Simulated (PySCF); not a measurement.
# Dipole response of V⁺ (vanadium, charge +1)

[Ar] 3d4, high-spin 5D determinant. Calculation: PySCF 2.14, in def2-QZVPPD (11s6p5d3f2g, 93 functions); no relativity, point nucleus. Coupled (time-dependent) response in atomic units; α is the mean over directions.

```json
{"method": "TPSSh", "mean α (bohr³)": "15.82", "α xx, yy, zz": "16.34, 16.34, 14.79", "C₆ (like pair)": "56.27", "S(−4)": "458.2"}
{"method": "revPBE", "mean α (bohr³)": "16.53", "α xx, yy, zz": "15.78, 15.78, 18.04", "C₆ (like pair)": "57.86", "S(−4)": "554.0"}
```

S(−4) is the Cauchy moment in α(ω) = α(0) + S(−4) ω² + …

α(iu) at revPBE:

```
u (hartree)  α(iu) (bohr³)
          0          16.53
     0.0500          15.30
      0.100          12.79
      0.200          8.860
      0.300          6.853
      0.500          4.973
      0.750          3.741
       1.00          2.931
       1.50          1.924
       2.00          1.353
       3.00         0.7699
       5.00         0.3456
```

A single London oscillator, α(iu) = α/(1 + u²/ω²), gives C₆ = (3/4) ω α². Matching the computed C₆ needs ω = 4 × 57.86 / (3 × 16.53²) = 0.282 hartree.

For an ion, C₆ is the dispersion term alone; charge-induced terms of lower order in 1/R come first.

The components differ because the open shell of this determinant is not spherical; for a pure term their mean is the scalar polarisability.
